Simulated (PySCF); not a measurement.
Isomers of ClH11Si5, one GFN2-xTB conformer each. Single-point energies are computed at PBE0/pcSseg-1 (PySCF, gas phase, no added dispersion term), electronic only.

```json
{"SMILES": "[SiH3][SiH2][Si@@H]([SiH3])[SiH2]Cl", "GFN2-xTB relative energy (kcal/mol)": "0.0"}
{"SMILES": "[SiH3][Si]([SiH3])([SiH3])[SiH2]Cl", "GFN2-xTB relative energy (kcal/mol)": "0.9"}
```

Conformers: `[SiH3:1][SiH2:2][Si@@H:3]([SiH3:4])[SiH2:5][Cl:6]` with Si1–Si2–Si3–Si4 175°, Si2–Si3–Si5–Cl6 -14°.

What does PBE0/pcSseg-1 give for the same structures?

```json
{"SMILES": "[SiH3][Si]([SiH3])([SiH3])[SiH2]Cl", "PBE0/pcSseg-1 E (Eh)": "-1913.47858", "PBE0/pcSseg-1 (kcal/mol)": "0.0", "GFN2-xTB (kcal/mol)": "0.9", "point group": "Cs"}
{"SMILES": "[SiH3][SiH2][Si@@H]([SiH3])[SiH2]Cl", "PBE0/pcSseg-1 E (Eh)": "-1913.47187", "PBE0/pcSseg-1 (kcal/mol)": "4.2", "GFN2-xTB (kcal/mol)": "0.0", "point group": "C1"}
```

GFN2-xTB puts [SiH3][SiH2][Si@@H]([SiH3])[SiH2]Cl lowest instead. 

Which frontier levels, dipoles and rotational constants go with these structures?

```csv
SMILES,"HOMO (eV, PBE0/pcSseg-1)",LUMO (eV),dipole (D),"A, B, C (MHz)"
[SiH3][Si]([SiH3])([SiH3])[SiH2]Cl,-8.14,-0.95,1.57,"1015, 603.3, 601.8"
[SiH3][SiH2][Si@@H]([SiH3])[SiH2]Cl,-8.20,-1.19,1.52,"970.9, 684.8, 447.0"
```
